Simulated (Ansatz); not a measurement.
Reaction (formal exchange of groups at the Si–S bond): `C=C(F)S[SiH3]` + `B[CH2][GeH3]` → `B[CH]([SiH3])[GeH3]` + `C=C(F)S`

Computed with Ansatz on PBE0-D4/def2-TZVP structures; ΔE is electronic, products minus reactants. CCSD(T)/CBS adds triple-zeta CCSD(T) − MP2 to the extrapolated MP2 energy (def2 sets, frozen cores). For Ge outer-core shells are correlated without core-valence functions, which leaves a few kJ/mol of doubt a bond. Scalar relativity is left out up to krypton. One conformer a species, not always the lowest.

```
              species  CCSD(T)/CBS(def2) energy (Eh)
      `C=C(F)S[SiH3]`                     -865.73895
       `B[CH2][GeH3]`                    -2143.14744
`B[CH]([SiH3])[GeH3]`                    -2433.43238
            `C=C(F)S`                     -575.43615
```

(1) Work out ΔE.

Largest T1 diagnostic among the species: 0.013.

Answers

(1) ΔE = (-2433.43238) + (-575.43615) − (-865.73895) − (-2143.14744) = 0.01786 Eh = +11.2 kcal/mol.

The D4 term adds −0.9 kcal/mol with B3LYP and −0.5 kcal/mol with PBE0; it sums over pairs of atoms, weighted by their polarisabilities, and B3LYP, whose exchange is more repulsive, gets the larger term. In def2-TZVPP, CCSD(T) changes the Hartree–Fock value by −2.5 kcal/mol (the triples alone add −0.1 kcal/mol) and MP2 by −2.1 kcal/mol.

B3LYP here is the variant with VWN-RPA as its local correlation; programs differ in this.
